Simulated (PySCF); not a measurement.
Compound: C4H5N4 (doublet state).
Z-matrix (Å and degrees, GFN2-xTB geometry), rows numbered from 1:
```
C 
N   1  1.2754
C   2  1.3136  1  132.62
C   3  1.4103  2  126.45  1    33.89
N   4  1.3264  3  125.08  2   176.93
N   5  1.3273  4  108.48  3  -179.08
C   6  1.3024  5  108.55  4     0.48
N   7  1.3597  6  110.35  5    -0.67
H   1  1.0894  2  124.22  3    17.53
H   1  1.0779  2  117.91  3  -168.27
H   3  1.0794  2  116.66  1  -154.40
H   7  1.0702  6  125.47  5  -179.98
H   8  1.0063  4  127.37  3     3.29
```

The hyperfine couplings belong to this conformer and change with its torsions.

Identity: `[CH2]/N=C\c1nnc[nH]1` [radical].

Theory: UKS B3LYP, pcH-1 on C H N, non-relativistic, mean-field spin-orbit, GIAO in PySCF 2.14.0. Geometry: GFN2-xTB, one conformer, isolated molecule. The geometry wasn't refined by DFT: couplings that depend on bond lengths, twists or pyramidal angles can differ widely from those at the functional's own minimum. The frame is twisted about the N2–C3 bond at this geometry (dihedral C1–N2–C3–C4 = 34°); couplings at other torsion angles weren't computed. No stability test was run, so a lower SCF solution isn't excluded.

Task: What is the g tensor, term by term?

Result: 
```csv
Δg (ppm),1,2,3
relativistic mass correction,-173,-173,-173
gauge correction,60,-24,-6
orbital Zeeman/spin–orbit,34,429,861
total,-78,232,682
```

So g = 2.00224, 2.00255, 2.00300 and g_iso = 2.00260; the tensor is rhombic: the two nearest values differ by 41 % of g3 − g1. Axes: g1 points within 15° of the C1–N2 bond.

Task: At 9.539 GHz, how far is the centre of the isotropic spectrum from where a free electron (g = 2.002319) resonates?

Result: B = hν/(g μB) with μB/h = 13.99624 MHz/mT gives 340.38 mT for the free electron and 340.33 mT at g_iso, 0.05 mT lower.

Task: What effective moment and Curie constant follow for a powder?

Result: With the mean of g² = 4.0104 and S(S+1) = 0.75: μ_eff = √(⟨g²⟩S(S+1)) = 1.734 μB and χT = 0.12505·⟨g²⟩·S(S+1) = 0.376 cm³ K/mol (cgs; spin-Hamiltonian part alone).

Task: In a frozen sample, at which fields do the three g values resonate at 9.5, 34, 94 and 263 GHz (hyperfine left aside), and which band first spreads them over more than twice a line width of 0.3 mT?

Result: 
```
band    GHz  B(g3) mT  B(g2) mT  B(g1) mT  spread mT
   X    9.5    338.87    338.94    339.00       0.13
   Q   34.0   1212.79   1213.06   1213.25       0.46
   W   94.0   3353.01   3353.77   3354.28       1.27
   J  263.0   9381.30   9383.41   9384.86       3.56
```

The spread grows in proportion to the frequency. W band is the first where it exceeds 0.6 mT.

Largest spin populations (Mulliken): C3 (+0.49), C1 (+0.41), N5 (+0.17) and C4 (-0.11). Three atoms exceed +0.15.

The HOMO–LUMO gaps are 4.05 eV among the α and 4.02 eV among the β orbitals.
